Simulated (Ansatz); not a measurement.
`NCB(O)[SeH]` + `NN[SiH3]` → `NB(O)[SeH]` + `NCN[SiH3]`  (redistribution)

Gas-phase electronic energies from Ansatz, PBE0-D4/def2-TZVP geometries. CCSD(T)/CBS is the MP2 limit (def2-TZVPP, def2-QZVPP) plus CCSD(T) − MP2 in def2-TZVPP, frozen cores. Functionals use def2-TZVPP. For Se outer-core shells are correlated without core-valence functions, which leaves a few kJ/mol of doubt a bond. Scalar relativity is left out up to krypton. One conformer a species, not always the lowest.

CCSD(T)/CBS gives -226.8 kJ/mol.

Question: Another level gave -233.5 kJ/mol. Which?
A. CCSD/def2-TZVPP
B. ωB97X-V/def2-TZVPP
C. PBE-D4/def2-TZVPP
D. MP2/def2-TZVPP

Answer: D. MP2/def2-TZVPP -233.5, ωB97X-V -219.7, CCSD/def2-TZVPP -228.2, PBE-D4 -209.1 kJ/mol.

Largest T1 diagnostic among the species: 0.011.

In def2-TZVPP, CCSD(T) changes the Hartree–Fock value by +15.0 kJ/mol (the triples alone add +2.6 kJ/mol) and MP2 by +7.1 kJ/mol. From PBE to PBE0 (25 % exact exchange), in def2-TZVPP and without D4, ΔE moves by −10.0 kJ/mol.
